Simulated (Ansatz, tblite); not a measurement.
Forces on Ge9H16, a cluster cut from cubic germanium at its r2SCAN-D4/def2-SVP geometry. The state is a singlet with charge 0.

The xTB rows come from tblite. Single mean-field runs in def2-TZVP are fitted with def2-universal-jkfit.

GFN1-xTB (tblite), largest force 0.55 eV/Å:

```xyz
25
positions Å, forces eV/Å
Ge   -0.509   -0.356   -2.788    0.133   -0.110    0.163
Ge    1.486    2.368   -0.585    0.054   -0.218    0.077
Ge   -2.164    1.220    0.450    0.063   -0.035   -0.013
Ge   -1.086   -2.594    0.500    0.183    0.085   -0.125
Ge    0.908    0.128    2.705    0.105   -0.022   -0.212
Ge   -0.675    1.644   -1.422   -0.019    0.013    0.001
Ge    0.214   -2.298   -1.527   -0.344    0.081   -0.005
Ge    2.471    0.788    0.970   -0.227    0.239    0.123
Ge   -1.244   -0.563    1.820   -0.019    0.008    0.007
H     0.455   -0.111   -3.966   -0.449   -0.105    0.226
H    -1.902   -0.652   -3.379    0.506    0.082    0.018
H     2.452    2.611   -1.762   -0.281    0.125    0.410
H     1.293    3.712    0.146    0.194   -0.345   -0.326
H    -3.558    0.817   -0.069    0.356    0.290    0.260
H    -2.324    2.500    1.294   -0.154   -0.405   -0.302
H    -2.513   -3.024    0.103    0.476   -0.033    0.187
H    -0.476   -3.728    1.349   -0.360    0.238   -0.277
H     0.681    1.335    3.637    0.164   -0.459   -0.159
H     1.519   -1.007    3.551   -0.193    0.467   -0.091
H    -1.260    2.778   -2.294    0.128   -0.246    0.189
H     0.066   -3.555   -2.409    0.216    0.355    0.279
H     1.703   -2.154   -1.168   -0.465   -0.191   -0.211
H     3.708    1.434    1.628   -0.276   -0.321   -0.267
H     2.949   -0.459    0.206    0.001    0.450    0.307
H    -2.192   -0.833    3.011    0.207    0.058   -0.258
```

GFN2-xTB (tblite), largest force 0.37 eV/Å:

```
Ge 0.076 -0.039 0.046
Ge 0.040 -0.088 0.008
Ge 0.013 -0.007 -0.003
Ge 0.090 0.015 -0.034
Ge 0.054 -0.033 -0.073
Ge -0.029 0.075 -0.067
Ge -0.248 -0.020 -0.057
Ge -0.082 0.205 0.125
Ge -0.055 -0.028 0.084
H -0.311 -0.070 0.092
H 0.333 0.057 -0.052
H -0.161 0.135 0.256
H 0.160 -0.180 -0.243
H 0.158 0.217 0.175
H -0.159 -0.217 -0.175
H 0.298 -0.079 0.148
H -0.265 0.106 -0.168
H 0.125 -0.315 -0.044
H -0.116 0.310 -0.002
H 0.044 -0.097 0.080
H 0.228 0.221 0.190
H -0.218 -0.166 -0.151
H -0.132 -0.275 -0.210
H 0.079 0.244 0.180
H 0.077 0.029 -0.105
```

r2SCAN-D4/def2-TZVP (Ansatz), largest force 0.04 eV/Å:

```
Ge -0.004 -0.003 -0.016
Ge 0.008 0.015 -0.002
Ge -0.007 0.004 0.002
Ge -0.008 -0.015 0.002
Ge 0.005 0.002 0.016
Ge -0.008 0.006 -0.001
Ge -0.002 -0.013 -0.009
Ge 0.013 0.007 0.007
Ge -0.008 0.003 0.004
H -0.027 -0.006 0.024
H 0.034 0.005 0.012
H -0.023 0.000 0.029
H 0.008 -0.031 -0.017
H 0.030 0.012 0.013
H 0.000 -0.029 -0.019
H 0.034 0.007 0.008
H -0.019 0.024 -0.020
H 0.008 -0.028 -0.021
H -0.015 0.030 -0.015
H 0.013 -0.021 0.014
H 0.015 0.031 0.024
H -0.031 -0.004 -0.008
H -0.026 -0.025 -0.022
H -0.009 0.027 0.017
H 0.019 0.003 -0.021
```
